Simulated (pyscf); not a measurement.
## HO–SiH₂–SiH(OH)–OH, singlet

Gas-phase minimum from PySCF at ωB97X-D3(BJ)/def2-SVP, one conformer. HO–SiH₂–SiH(OH)–OH lies 38.0 kcal/mol over its isomer HO–SiH(OH)–O–SiH₃ (electronic energy, ωB97M-D3(BJ)/def2-TZVP). 

SMILES: O[SiH2][SiH](O)O
```xyz
11

O      0.3661     1.7287     1.0205
Si     0.2601     0.9406    -0.4728
Si    -1.4362    -0.5398     0.1144
O     -2.8412     0.0642    -0.5516
O     -1.3916    -0.4718     1.7777
H      0.9986     2.4480     1.1157
H      1.5622     0.2911    -0.8243
H     -0.0651     1.9003    -1.5707
H     -1.2832    -1.9723    -0.2603
H     -3.6492    -0.4342    -0.3876
H     -0.9740     0.3445     2.0909
```
Charge 0, spin multiplicity 1.

Bonded distances (Å): O1–Si2 1.692, O1–H6 0.963, Si2–Si3 2.327, Si2–H7 1.497, Si2–H8 1.494, Si3–O4 1.668, Si3–O5 1.665, Si3–H9 1.489, O4–H10 0.963, O5–H11 0.969. Angles (°): Si2–O1–H6 118.5, O1–Si2–Si3 96.9, O1–Si2–H7 110.8, O1–Si2–H8 111.3, Si3–Si2–H7 114.7, Si3–Si2–H8 115.8, H7–Si2–H8 107.2, Si2–Si3–O4 106.4, Si2–Si3–O5 101.9, Si2–Si3–H9 118.3, O4–Si3–O5 114.0, O4–Si3–H9 109.5, O5–Si3–H9 106.7, Si3–O4–H10 116.8 (the first ones only).

Properties at ωB97X-D3(BJ)/def2-SVP:

```yaml
harmonic_wavenumbers_unscaled: 55, 150, 157, 238, 245, 301, 362, 449, 478, 522, 721, 731, 774, 819, 832, 855, 897, 952, 960, 978, 1012, 2220, 2238, 2263, 3835, 3920, 3930 cm⁻¹
zero_point_energy: 44.2 kcal/mol
rotational_symmetry_number: 1
Entropy of this conformer at 298 K and 1 atm, rigid rotor and harmonic oscillator, modes under 100 cm⁻¹ raised to 100: 360.7 J/(mol K)
dipole_moment: 1.31 D
```

Single-point totals, which compare only within one level:

```
level                   total energy (hartree)
----------------------  ----------------------
ωB97X-D3(BJ)/def2-TZVP              -808.61626
PBE/def2-TZVP                       -807.97868
r²SCAN/def2-TZVP                    -808.36186
B3LYP-D3(BJ)/def2-TZVP              -808.58596
PBE0-D3(BJ)/def2-TZVP               -808.04415
M06-2X/def2-TZVP                    -808.39729
ωB97M-D3(BJ)/def2-TZVP              -808.65703
```

Soft torsions are taken as harmonic, which can shift the entropy by several J/(mol K).
